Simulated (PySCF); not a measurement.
Compound: C4H5BO2.
Geometry (PBE0-D3(BJ)/def2-SVP, Å), atoms numbered from 1 in this order:
```xyz
12
C4H5BO2 angstrom
C      2.9719    0.2801   -0.4987
C      1.9640    0.9447    0.0868
C      0.6390    0.4470    0.2093
C     -0.5088    0.0492    0.3311
B     -1.9534   -0.4525    0.4775
O     -2.9463    0.4807    0.4931
O     -2.1538   -1.7963    0.5836
H      3.9675    0.7237   -0.5711
H      2.8245   -0.7166   -0.9220
H      2.1438    1.9450    0.4996
H     -3.8366    0.1293    0.5840
H     -3.0725   -2.0655    0.6729
```

Jobs on this species (12 atoms, 50 electrons) with PySCF (density fitting). Hardware of each: an Arm Neoverse V2 with one thread, shared host. Times come from a shared host and carry two figures at best. Peak memory is the resident size of the whole Python process, interpreter and libraries included.

Task: Rank these jobs by wall time, shortest first.
A. LC-wPBE/pcSseg-1; shieldings; 144 basis functions
B. PBE0/STO-3G; shieldings, charges and field gradients; 40 basis functions
C. PBE0-D3(BJ)/def2-SVP, grid level 1; geometry optimisation from a GFN2-xTB start shaken at random; 123 basis functions
D. WP04/pcSseg-1; shieldings; 144 basis functions

Result: B (3.0 s), D (11 s), A (18 s), C (42 s).

All jobs:

| level and settings | work | basis functions | SCF cycles | wall time | peak memory |
| --- | --- | --- | --- | --- | --- |
| PBE0/STO-3G | shieldings, charges and field gradients | 40 | 14 | 3.0 s | 0.41 GiB |
| WP04/pcSseg-1 | shieldings | 144 | 14 | 11 s | 0.75 GiB |
| BHandHLYP/pcSseg-1 | shieldings | 144 | 14 | 11 s | 0.75 GiB |
| B3LYP/6-31G* | spin–spin couplings from 10 perturbed nuclei, spin–dipole term for 1 of them | 108 | 14 | 11 s | 0.59 GiB |
| LDA/pcSseg-1 | shieldings | 144 | 16 | 12 s | 0.69 GiB |
| CAM-B3LYP/pcSseg-1 | shieldings | 144 | 14 | 15 s | 0.78 GiB |
| KT3/pcSseg-1 | shieldings | 144 | 17 | 16 s | 0.71 GiB |
| LC-wPBE/pcSseg-1 | shieldings | 144 | 13 | 18 s | 0.75 GiB |
| PBE0-D3(BJ)/def2-SVP, grid level 1 | geometry optimisation from a GFN2-xTB start shaken at random | 123 | 60 | 42 s | 0.50 GiB |

Task: What do all jobs in the table cost together?

Result: About 2.3 min; the longest takes about 30 % of that, and about 14 times as long as the shortest.
